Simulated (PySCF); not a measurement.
# TDDFT excited states: C4H12AlN

Species: C4H12AlN.
SMILES: `[AlH2-]([CH2]/C=C/C)[NH3+]`

Method: TDDFT wB97X-D/def2-SVPD, vertical, gas phase, core orbitals frozen in the response (PySCF 2.14.0, density-fitted response routines). The structure is a single GFN2-xTB conformer in the gas phase; no vibrational or solvent corrections. Torsions of this conformer, `[CH3:1]/[CH:2]=[CH:3]/[CH2:4][AlH2-:5][NH3+:6]`: C2–C3–C4–Al5 88°, C3–C4–Al5–N6 -27°.

```csv
state,E (eV),E (hartree),f,"main configurations (H = HOMO, L = LUMO)"
S1,5.81,0.2136,0.037,H→L (85%)
S2,5.91,0.2170,0.264,H→L+1 (94%)
S3,6.58,0.2418,0.036,"H→L+2 (66%), H→L+3 (17%)"
S4,6.68,0.2455,0.035,"H-1→L (68%), H-1→L+2 (18%)"
S5,6.84,0.2515,0.0040,"H→L+4 (42%), H→L+5 (22%), H→L+3 (20%)"
S6,7.03,0.2582,0.010,"H→L+5 (62%), H→L+3 (19%)"
S7,7.25,0.2663,0.080,"H→L+4 (28%), H→L+3 (23%), H→L+6 (12%)"
S8,7.42,0.2726,0.058,"H-1→L+2 (57%), H-1→L (17%), H-1→L+4 (10%)"
```

Triplets (Tamm–Dancoff): T1 4.12 eV, H→L+1 (79%); T2 5.72 eV, H→L (80%); T3 6.37 eV, H→L+2 (58%), H→L+3 (15%), H→L+4 (9%).

The lowest singlet lies at 5.81 eV (213 nm, ultraviolet) and is of moderate strength; its leading configuration is HOMO→LUMO (85%). The strongest level in the table is S2 at 5.91 eV (210 nm, f = 0.264). Löwdin shares by element: HOMO carbon 65% or more, aluminium 10% (atoms not listed hold the other 25%); LUMO aluminium 38%, hydrogen 25% or more, nitrogen 10% (atoms not listed hold the other 27%). The oscillator strengths of these states sum to 0.523; summed over the whole spectrum of an exact calculation they would give the number of electrons, 56 (Thomas–Reiche–Kuhn). Weighted by f, the mean energy of these states is 6.40 eV. Orbital energies (eV): HOMO-3 -11.37, HOMO-2 -10.25, HOMO-1 -9.32, HOMO -8.01, LUMO 1.47, LUMO+1 2.03, LUMO+2 2.28. No computed singlet lies in the visible range (380 to 750 nm); the lowest, at 213 nm, stands 2.55 eV above its violet end (3.26 eV). The window holds the lowest 8 singlets.

Hardware: an Intel Xeon at 2.50 GHz with one thread, shared host with 64 logical CPUs at a one-minute load of 63. Cost: 2.1 min (with the writing of density and orbital grids), 0.97 GiB resident at most.
